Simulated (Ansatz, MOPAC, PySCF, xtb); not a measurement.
Noncovalent pair: CH3F (SMILES CF) (first 5 atoms) with CH3F (SMILES CF); geometry from B3LYP-D3(BJ)/def2-TZVP, rigid monomers moved along the line of their centres of mass till H3···F7 is 2.79 Å.
(charge 0, multiplicity 1):
```xyz
10

C     -0.23194     0.52333     0.46189
F      1.06120     0.13771     0.82246
H     -0.80462     0.70245     1.37047
H     -0.16615     1.43275    -0.13619
H     -0.68071    -0.28024    -0.12286
C      0.55273     0.32661     4.52413
F     -0.74098     0.71026     4.16352
H      0.48807    -0.58076     5.12550
H      1.12459     0.14468     3.61557
H      1.00165     1.13251     5.10564
```

Monomers are frozen at their geometry in the pair; levels with a basis set take the counterpoise correction.

Rows in 6-31G* carry no dispersion term and start afresh at each structure (6-31G* with six Cartesian d functions). The state that PM6 reach isn't checked.

Codes used: Ansatz (Gaussian orbitals); MOPAC for PM6 (differences of heats of formation); PySCF for 6-31G* rows, the dispersion terms; xtb for the GFN methods. 

One of these levels gives -73.1 meV for the interaction energy. Which one is it?
A) GFN1-xTB
B) PBE-D3(BJ)/def2-TZVPPD
C) PM6
D) HF/6-31G*

A, GFN1-xTB. The others give -24.1 (PM6), -53.8 (HF/6-31G*), -89.4 (PBE-D3(BJ)/def2-TZVPPD)

Ansatz is a first-principles code.
